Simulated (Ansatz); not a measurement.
`[OH][Al]([F])[ZnH]`, one more setting.

```yaml
crystal:
  periodic: [false, false, false]
  atoms:
    - {symbol: O, position_ang: [1.339571, -0.289762, -1.306273]}
    - {symbol: Al, position_ang: [0.415715, -0.483094, 0.226199]}
    - {symbol: F, position_ang: [0.733633, -1.425308, 1.489970]}
    - {symbol: Zn, position_ang: [-1.678595, 0.930275, 0.531622]}
    - {symbol: H, position_ang: [2.271879, -1.017195, -1.542810]}
    - {symbol: H, position_ang: [-2.786110, 2.004023, 0.369466]}
basis:
  gaussian: {orbitals: 6-31G, final_grid: {core_spheres: 8, valence_spheres: 7, degree: 23}}
hamiltonian: {xc: {name: r2SCANh}}
output: {forces: true}
```

```sh
$ ansatz run in.yaml --threads 2 --pin off --events-out ev --progress --plain --max-ram 4352MiB
```

Output, abridged:

```
Functional definition: r2SCANh
644 factors; integrals over basis functions are off by at most 3.4e-4 eV
mean field evaluation 1: about -59791.3036 eV, gradient 6.7e1 eV
mean field evaluation 2: about -59697.2481 eV, gradient 1.8e2 eV
mean field evaluation 4: about -59798.7959 eV, gradient 1.8e1 eV
mean field evaluation 8: about -59799.3682 eV, gradient 6.5e-1 eV
mean field evaluation 16: about -59799.3693 eV, gradient 4.9e-5 eV
mean field -59799.36928782 eV, -2197.5862878591 hartree, gradient 4.9e-5 eV, S^2 0.000000; 0 other end points of the search recorded, 0 dependent functions left out
reference -59799.36930346 eV, -2197.5862884338 hartree; 31, 31 occupied and 33, 33 virtual orbitals, 644 factors
Total energy: -59799.36930346 eV, -2197.5862884338 hartree
Atom 0 at     1.339571    -0.289762    -1.306273 Å, force     3.798371    -3.671515     0.023327 eV/Å
Atom 1 at     0.415715    -0.483094     0.226199 Å, force    -1.439809     2.891592    -3.223821 eV/Å
Atom 2 at     0.733633    -1.425308     1.489970 Å, force     1.263417    -2.354569     2.502320 eV/Å
Atom 3 at    -1.678595     0.930275     0.531622 Å, force     0.509775     0.019191    -0.525577 eV/Å
Atom 4 at     2.271879    -1.017195    -1.542810 Å, force    -4.116249     3.277928     1.030323 eV/Å
Atom 5 at    -2.786110     2.004023     0.369466 Å, force    -0.015504    -0.162627     0.193428 eV/Å
Dipole moment:     0.035104    -0.141036     0.011541 e Å
```

Run time 1.7 s (2 threads of an Arm Neoverse V1 on a shared host); peak host memory 0.12 GiB.
